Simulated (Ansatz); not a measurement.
`C[Si](C)(F)Cl` → 2 C• + Cl• + F• + 6 H• + Si•  (atomization)

Program: Ansatz. Geometries: PBE0-D4/def2-TZVP. ΔE: electronic, gas phase. CBS: MP2 limit from def2 TZ/QZ plus the TZ coupled-cluster correction, frozen cores. This one scheme is used for every species, atoms too. For atomizations the MP2-based limit and the directly extrapolated one differ by several kJ/mol either way, and by 10 to 25 for some Ge, Se and Sn compounds, so smaller differences from it don't rank the levels. Functionals use def2-TZVPP. Open shells (•) are unrestricted, without spin–orbit coupling. Spin–orbit coupling would lower the free atoms: a little for C, Cl, F, Si.

`C[Si](C)(F)Cl`:

```xyz
11

C    -0.748   -1.399   -0.202
Si    0.586   -0.176    0.169
C     0.064    1.595    0.106
F     1.161   -0.482    1.628
Cl    2.143   -0.464   -1.143
H    -1.142   -1.246   -1.209
H    -0.363   -2.419   -0.137
H    -1.570   -1.295    0.511
H    -0.301    1.853   -0.891
H     0.904    2.251    0.343
H    -0.735    1.783    0.826
```

CCSD(T)/CBS gives +4253.9 kJ/mol.

**Question.** Another level gave +4263.9 kJ/mol. Which?
A. r2SCAN0/def2-TZVPP
B. PBE/def2-TZVPP
C. r2SCAN/def2-TZVPP
D. LDA (SPW92)/def2-TZVPP

**Answer.** B. PBE 4263.9, r2SCAN0 4209.2, r2SCAN 4256.4, LDA (SPW92) 4774.2 kJ/mol.

Largest T1 diagnostic among the species: 0.012.

The D4 term adds +39.4 kJ/mol with B3LYP and +20.7 kJ/mol with PBE0; it sums over pairs of atoms, weighted by their polarisabilities, and B3LYP, whose exchange is more repulsive, gets the larger term. At CCSD(T), def2-SVP lies −258.1 kJ/mol from the extrapolated value and def2-TZVPP −105.0 kJ/mol: correlation converges slowly with the basis, and small sets miss more of it in the bonded molecule than in its fragments.

B3LYP here is the variant with VWN-RPA as its local correlation; programs differ in this.
